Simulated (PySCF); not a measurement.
**Static response to an electric field**

Species: C₃H₇AsS.
Numbering: `[CH3:1][C:2](=[S:3])[CH2:4][AsH2:5]` (hydrogens: H6, H7, H8 on C1; H9, H10 on C4; H11, H12 on As5)

Geometry (PBE0-D3(BJ)/def2-SVP, Å), atoms numbered from 1 in this order:
```xyz
12
C3H7AsS angstrom
C     -1.4711   -0.6787   -0.2367
C     -0.3453    0.1076   -0.8379
S      0.1253   -0.0936   -2.3879
C      0.3075    1.0983    0.0601
As     1.8375    0.3267    1.0892
H     -1.7249   -1.5480   -0.8546
H     -2.3604   -0.0273   -0.1696
H     -1.2362   -1.0017    0.7901
H     -0.3884    1.4972    0.8154
H      0.7436    1.9274   -0.5130
H      2.4776   -0.3125   -0.1362
H      1.1265   -0.9698    1.4694
```

Level: wB97X-D/def2-SVPD (PySCF), static field, nuclei fixed, core orbitals frozen in the response. The polarisability tensor in these axes (au):

```
x    91.04   4.99   8.45
y     4.99  75.96   3.75
z     8.45   3.75 110.73
```

Q: What are the eigenvalues, a third of the trace, and Δα (Δα² = ½Σ(αi − αj)² over the three pairs)?

A: Principal values 74.42, 88.73 and 114.58 au; mean 92.58 au = 13.72 Å³ = 15.26 × 10⁻⁴⁰ C²·m²/J; Δα = 35.26 au (38 % of the mean).

Q: What is the dipole moment, and where does it point?

A: (-1.00, 0.31, 2.65) D, 2.85 D in size, pointing from the negative to the positive side. Measured along this direction, the outermost atoms are S3 at the negative end and H8 and H9 at the positive end.

Q: What would n − 1 = 2πNα be for an ideal gas of these molecules at 273.15 K and 1 atm, electronic part alone?

A: N = p/kT = 2.6868 × 10¹⁹ cm⁻³, so n − 1 = 2π × N × 13.72 × 10⁻²⁴ cm³ = 2316 × 10⁻⁶ at long wavelengths, for an ideal gas.

Q: How large is μ²/3kT at 273 K beside α?

A: In Gaussian units μ²/3kT = 71.75 Å³ against 13.72 Å³, a ratio of 5.23; the Debye molar polarisation (4π/3)N_A(α + μ²/3kT) is 215.6 cm³/mol, leaving out the vibrational part.

Q: Directions of the eigenvectors, and the extent of the frame along each?

A: Largest value along (0.36, 0.14, 0.92), where the nuclei span 3.88 Å; middle along (0.89, 0.24, -0.38), 4.24 Å; least along (-0.27, 0.96, -0.04), 2.96 Å. The strongest response doesn't lie along the longest of the three spans.

Q: In TDDFT the mean static polarisability is Σ f/ω² over all singlet excitations (ω in hartree). How much of it do the 10 lowest give? Their energies (eV) and oscillator strengths: 2.56, 0.0006; 4.89, 0.2420; 5.85, 0.0805; 6.04, 0.0511; 6.48, 0.0098; 6.62, 0.1084; 6.71, 0.0171; 6.83, 0.0108; 6.90, 0.0121; 7.11, 0.0331.

A: They add up to 13.47 au, 14.6 % of the 92.58 au; the largest single term is 7.49 au, from the state at 4.89 eV. Terms in order: 0.07, 7.49, 1.74, 1.04, 0.17, 1.83, 0.28, 0.17, 0.19, 0.48 au. Higher excitations give the rest. The strengths listed sum to 0.565.

Geometry: PBE0-D3(BJ)/def2-SVP, one conformer, isolated molecule. The calculation is non-relativistic, for arsenic too.
